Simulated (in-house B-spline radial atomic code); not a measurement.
A radial electron density 4πr²n(r) was computed for an atom or ion in its tabulated ground configuration with an all-electron radial atomic-structure program (B-spline basis); method: non-relativistic LDA exchange-only, spin-polarised, spherical fractional occupations. Columns: r (bohr), 4πr²n(r) (electrons per bohr), bar.

```
  0.0149  0.08355 #
  0.0168   0.1046 #
  0.0189   0.1302 #
  0.0214   0.1636 ##
  0.0241   0.2031 ##
  0.0272   0.2524 ###
  0.0307   0.3127 ####
  0.0347    0.387 ####
  0.0391   0.4745 #####
  0.0442   0.5823 #######
  0.0498   0.7071 ########
  0.0563   0.8584 ##########
  0.0635    1.032 ############
  0.0717    1.233 ##############
  0.0809     1.46 #################
  0.0913    1.713 ####################
   0.103     1.99 #######################
   0.116    2.281 ##########################
   0.131    2.589 ##############################
   0.148    2.897 #################################
   0.167    3.187 #####################################
   0.189     3.45 ########################################
   0.213    3.651 ##########################################
    0.24    3.782 ############################################
   0.271    3.823 ############################################
   0.306     3.76 ###########################################
   0.346    3.582 #########################################
    0.39    3.303 ######################################
    0.44    2.931 ##################################
   0.497    2.489 #############################
   0.561    2.017 #######################
   0.633    1.551 ##################
   0.714    1.124 #############
   0.806    0.761 #########
    0.91   0.4772 #####
    1.03   0.2714 ###
    1.16   0.1438 ##
    1.31  0.06743 #
    1.48  0.02792
```

Q: Which atom or ion is it?
A. Be2+
B. Be+
C. Be3+
D. C4+

A: A. The area under the curve, ∫4πr²n dr = ∫r·4πr²n d(ln r) on this logarithmic grid, is 2 electrons; among the options with that count, the innermost peak, which lies near 1/Z bohr, picks Z = 4. The configuration is 1s2.
